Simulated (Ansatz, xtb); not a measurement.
Two isomers of C4H7BrSi

We compare X, `C=C/C(Br)=C/[SiH3]`, a singlet, with Y, `C=C(Br)/C=C/[SiH3]`, a singlet. Both are isolated molecules in the gas phase, relaxed with PBE0-D3(BJ)/def2-SVP; the shapes shown needn't be the lowest conformers.

X (Å):

```xyz
13

C    -2.8490   -0.9559    0.1759
C    -1.6916   -1.6244    0.1251
C    -0.3471   -1.0605    0.0903
C     0.7813   -1.7915    0.0392
Br   -0.2103    0.8381    0.1203
Si    2.5327   -1.1288   -0.0075
H    -3.8004   -1.4915    0.1980
H    -2.8772    0.1364    0.1965
H    -1.7008   -2.7201    0.1056
H     0.6290   -2.8785    0.0246
H     3.4608   -2.2986   -0.0612
H     2.8356   -0.3248    1.2144
H     2.7533   -0.2784   -1.2155
```

Y (Å):

```xyz
13

C    -2.6699   -1.1223   -0.8004
C    -1.6781   -1.6291   -0.0558
C    -0.3108   -1.1184   -0.0886
C     0.7426   -1.5599    0.6196
Br   -2.0463   -3.0822    1.1053
Si    2.4499   -0.8193    0.4886
H    -3.6864   -1.5155   -0.7642
H    -2.4604   -0.2842   -1.4709
H    -0.1879   -0.2805   -0.7873
H     0.5736   -2.3998    1.3059
H     3.4414   -1.8498    0.0510
H     2.9002   -0.2895    1.8128
H     2.4248    0.2958   -0.5065
```

Question: Which of the two would you expect CCSD(T)/def2-SVP + ΔMP2/def2-TZVPP electronic energies to favour?

Answer: Too close to call at this level: CCSD(T)/def2-SVP + ΔMP2/def2-TZVPP gives E(Y) − E(X) = +1.41 kJ/mol.

The same difference at several levels:

```csv
level,geometry,E(Y) − E(X) (kJ/mol),departure from the last row (kJ/mol),"job, with rough time for the two"
GFN2-xTB,GFN2-xTB,+6.07,+4.67,"optimisation, 0.26 s"
HF/STO-3G,GFN2-xTB,−2.19,−3.60,"single point, 1.1 s"
r2SCAN-D4/def2-SVP,GFN2-xTB,+3.28,+1.87,"single point, 6.9 s"
PBE0-D3(BJ)/def2-SVP,PBE0-D3(BJ)/def2-SVP,+3.04,+1.63,"optimisation, 77 s"
HF/def2-SVP,PBE0-D3(BJ)/def2-SVP,−3.26,−4.67,part of the CCSD(T) run
MP2/def2-SVP,PBE0-D3(BJ)/def2-SVP,+2.75,+1.34,part of the CCSD(T) run
CCSD(T)/def2-SVP,PBE0-D3(BJ)/def2-SVP,+1.59,+0.19,single point
CCSD(T)/def2-SVP + ΔMP2/def2-TZVPP,PBE0-D3(BJ)/def2-SVP,+1.41,,"single point, 2 min"
```

As drawn, both hold the same kinds of bond in the same numbers.

The largest departure from CCSD(T)/def2-SVP + ΔMP2/def2-TZVPP is that of HF/def2-SVP, 4.67 kJ/mol. The last row adds to CCSD(T) the change of the MP2 difference between the two basis sets, here −0.19 kJ/mol.

With thermal terms from frequencies at re-optimised GFN2-xTB minima (ideal gas, soft modes damped towards free rotors, one conformer each, 298.15 K, 1 atm): the zero-point term adds −0.84 kJ/mol; ΔH is +0.97 and ΔG −1.14 kJ/mol.

The correlated steps freeze 18 core orbitals; the filled d shell of Br is correlated, in a basis made for valence electrons. Programs: Ansatz 0.2.0, xtb 6.7.1; the last row on 2 threads of Intel(R) Xeon(R) Platinum 8259CL CPU @ 2.50GHz (Skylake/Cascade Lake) on a shared host.
